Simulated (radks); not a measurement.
Values are calculated unless marked as measured or tabulated.
Question: These are the eigenvalues of the occupied orbitals of an atom or ion with whole-number occupations (eV). Code: a radial shooting solver on a logarithmic mesh with Libxc functionals. Model: Dirac Kohn-Sham, SOGGA, spin-unpolarised, spherical densities, point nucleus.

1s1/2: -1515.971
2s1/2: -116.0692
2p1/2: -78.0334
2p3/2: -77.5926
3s1/2: -14.6771

Which element is it, and in what charge state? The configuration may be excited. Open shells, if any, are shared by 2j + 1.

Answer: Z = 13, aluminium, charge +1: Al+ in [Ne] 3s2. The list shows which subshells hold electrons but not how many an open one holds; the 1s level, -55.711 hartree, gives Z - s = 10.6 by -(Z - s)^2/2, which with screening and relativity narrows Z to a few neighbours, and the depths of the outer levels then fix element, charge and occupations together.
